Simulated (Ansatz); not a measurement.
Geometry optimisation, Ansatz, RKS PBE0/STO-3G.

The input (input.yaml):

```yaml
crystal:
  periodic: [false, false, false]
  atoms:
    - { symbol: C, position_ang: [-1.1525, -0.8717, -1.5342] }
    - { symbol: C, position_ang: [-0.3162, -0.7101, -0.5843] }
    - { symbol: C, position_ang: [0.9728, -0.9987, -0.1916] }
    - { symbol: C, position_ang: [0.0366, -0.2284, 0.7145] }
    - { symbol: F, position_ang: [-0.5577, -0.9906, 1.7522] }
    - { symbol: Si, position_ang: [0.2225, 1.6008, 1.0053] }
    - { symbol: H, position_ang: [-2.1797, -0.4344, -1.4266] }
    - { symbol: H, position_ang: [-0.9156, -1.3131, -2.481] }
    - { symbol: H, position_ang: [1.8039, -0.4386, -0.6265] }
    - { symbol: H, position_ang: [1.2254, -2.0274, 0.1007] }
    - { symbol: H, position_ang: [0.8622, 2.22681, -0.19483] }
    - { symbol: H, position_ang: [-1.10646, 2.2327, 1.16541] }
    - { symbol: H, position_ang: [1.06346, 1.93584, 2.2423] }
basis:
  gaussian: { orbitals: STO-3G }
hamiltonian:
  xc: pbe0
relax:
  f_tol: 0.015
  max_steps: 40
```

Launched with:

```bash
$ ansatz run input.yaml --threads 1 --pin off --max-ram 2048MiB --backend cpu --events-out ev --progress --plain --runs-dir out
```

**Question.** Where does it end, and by what steps?

**Answer.** The run converged. Limits of this set-up: minimal basis. After 8 steps the energy has fallen by 0.774 eV; H7 moved furthest, 0.13 Å.

| step | energy less start (eV) | largest force component (eV/Å) | accepted |
| --- | --- | --- | --- |
| 0 | 0.0000 | 5.599 | yes |
| 1 | -0.6826 | 1.525 | yes |
| 2 | -0.6737 | 1.658 | no |
| 3 | -0.7587 | 0.352 | yes |
| 4 | -0.7706 | 0.192 | yes |
| 5 | -0.7730 | 0.092 | yes |
| 6 | -0.7738 | 0.043 | yes |
| 7 | -0.7739 | 0.015 | yes |
| 8 | -0.7740 | 0.008 | yes |

```xyz
13
Properties=species:S:1:pos:R:3
C -1.233 -0.859 -1.604
C -0.340 -0.709 -0.643
C 1.040 -0.973 -0.153
C 0.000 -0.224 0.740
F -0.520 -0.931 1.827
Si 0.227 1.636 1.018
H -2.263 -0.501 -1.496
H -0.990 -1.351 -2.552
H 1.887 -0.411 -0.563
H 1.286 -2.006 0.117
H 0.889 2.189 -0.138
H -1.058 2.267 1.194
H 1.034 1.856 2.194
```

The run took 31 s on 1 CPU thread of a shared host.
